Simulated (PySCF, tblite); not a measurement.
Compound: CH11ClSi4.
Geometry (GFN2-xTB, Å), atoms numbered from 1 in this order:
```xyz
17
CH11ClSi4 angstrom
Si     3.241    0.292   -0.135
C      1.400    0.437    0.335
Si     0.303   -1.080   -0.023
Cl     0.274   -1.331   -2.054
Si    -1.880   -0.758    0.702
Si    -3.134    0.818   -0.453
H      3.855   -0.772    0.663
H      3.375   -0.003   -1.560
H      3.905    1.565    0.163
H      0.981    1.301   -0.183
H      1.331    0.664    1.399
H      1.008   -2.268    0.478
H     -2.580   -2.054    0.713
H     -1.810   -0.405    2.132
H     -2.581    2.167   -0.289
H     -4.527    0.891   -0.006
H     -3.167    0.549   -1.892
```

Theory: CAM-B3LYP/def2-SVPD in PySCF (dipole) on a GFN2-xTB geometry, gas phase.

Masses are those of the commonest isotopes; rigid-rotor values at the optimised geometry. The values belong to one conformer with, in the numbering `[SiH3:1][CH2:2][Si@H:3]([Cl:4])[SiH2:5][SiH3:6]`, Si1–C2–Si3–Cl4 -64°, C2–Si3–Si5–Si6 69°.

(1) Give the principal moments of inertia and the rotational constants in MHz.

(2) Classify the top.

(3) Is it planar, by Δ = Ic − Ia − Ib?

(4) Give the other two planar moments, Paa and Pbb, and the rms extents of the mass along the axes.

(5) Predict some low-J microwave lines.

(6) Estimate the classical rotational partition function at 50 K, 200 K and 298.15 K.

## Answers

(1) Ia = 289.97, Ib = 890.44, Ic = 980.61 u·Å²; 505379 MHz·u·Å²/I gives A = 1743, B = 567.6, C = 515.4 MHz.

(2) A near-prolate asymmetric top; Ray's κ = -0.915.

(3) Not planar: Δ = Ic − Ia − Ib = -199.81 u·Å². For a rigid frame Δ = −2 Σ m c², so Σ m c² = 99.90 u·Å² lies off the ab plane: 22.78 from hydrogen and 77.12 from heavier atoms. The atom farthest from that plane is 2.04 Å away.

(4) Paa = Σ m a² = (Ib + Ic − Ia)/2 = 790.54 and Pbb = Σ m b² = (Ia + Ic − Ib)/2 = 190.07 u·Å². With the mass M = 169.96 u, the rms extents √(P/M) along a, b and c are 2.16, 1.06, 0.77 Å.

(5) The dipole components are |μa| = 0.39 D, |μb| = 1.66 D, |μc| = 0.36 D. Intensities carry the squares of the components, which stand as 0.05 : 1.00 : 0.05 (a : b : c). Some lines, for components of 0.1 D or more:

| type | branch | J(Ka,Kc) | MHz | lower level (cm⁻¹) |
| --- | --- | --- | --- | --- |
| a | R | 1(0,1) ← 0(0,0) | 1083 | 0.000 |
| c | Q | 2(1,2) ← 2(0,2) | 1125 | 0.108 |
| b | Q | 2(1,1) ← 2(0,2) | 1281 | 0.108 |
| a | R | 2(0,2) ← 1(0,1) | 2164 | 0.036 |
| b | R | 4(0,4) ← 3(1,3) | 3263 | 0.252 |
| a | R | 3(1,2) ← 2(1,1) | 3326 | 0.151 |
| b | Q | 2(2,0) ← 2(1,1) | 3528 | 0.151 |
| b | Q | 4(2,3) ← 4(1,4) | 3868 | 0.392 |
| a | R | 4(1,3) ← 3(1,2) | 4433 | 0.262 |
| c | R | 2(2,0) ← 1(1,0) | 5746 | 0.077 |
| b | R | 2(2,0) ← 1(1,1) | 5798 | 0.075 |
| c | Q | 3(3,1) ← 3(2,1) | 5999 | 0.377 |
| b | Q | 4(3,2) ← 4(2,3) | 6013 | 0.521 |
| b | R | 3(3,1) ← 2(2,0) | 9255 | 0.269 |

(6) Point group C1, symmetry number σ = 1; q = (√π/σ)·√((kT/h)³/(ABC)), k/h = 20836.6 MHz/K: 83500 at 50 K, 668000 at 200 K, 1220000 at 298.15 K.

Its lowest GFN2-xTB frequency is 12 cm⁻¹, too small to tell a flat minimum from a shallow saddle. Constants of a rigid frame at the computed geometry: no zero-point averaging, no centrifugal distortion. A rigid rotor knows nothing of internal rotation, which can split or shift real lines. Quadrupole hyperfine structure (35Cl) is left out.
